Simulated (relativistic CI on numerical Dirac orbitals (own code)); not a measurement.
Computed by Dirac-Coulomb-Breit CI, KLI orbitals optimised for each configuration, model QED (radiative potential, 1s self-energy scaled to tabulated hydrogen-like ionisation energies), unscaled Slater integrals (own radial code, finite nucleus).

The strongest absorption lines from the ground level of an ion, among the configurations computed and to levels below about 168 eV (vacuum wavelength in nm, gf): 7.4863 (0.49), 7.8638 (0.39), 14.696 (1.2), 15.162 (1.1), 15.454 (1.3), 15.490 (2.3), 15.612 (4.1), 16.260 (0.38).

**Question.** Which ion is it?
A. Ru11+
B. Te19+
C. Sn17+
D. Cd15+

**Answer.** D. Cd15+ has 33 electrons and the ground level 4s²4p³ ⁴S°3/2; the strongest line goes to 4s²4p²4d ⁴P5/2. The pattern of lines fixes the number of electrons, and along that sequence the line energies rise steadily with the charge (about as its square where n changes within one kind of shell, about linearly where n is kept but much faster in heavy ions where fine structure, which grows about as Z⁴, sets the gap, and irregularly where shells cross), which fixes Z. Configurations outside the model, such as inner-shell arrays, can give stronger lines. At this charge energies of transitions that change n are usually good to better than 1 %, and those within a shell (Δn = 0) to a few per cent.

LS names give the leading component of a level, which can be under half, so a name can repeat, a term be missing and a line seem to break the LS rules.
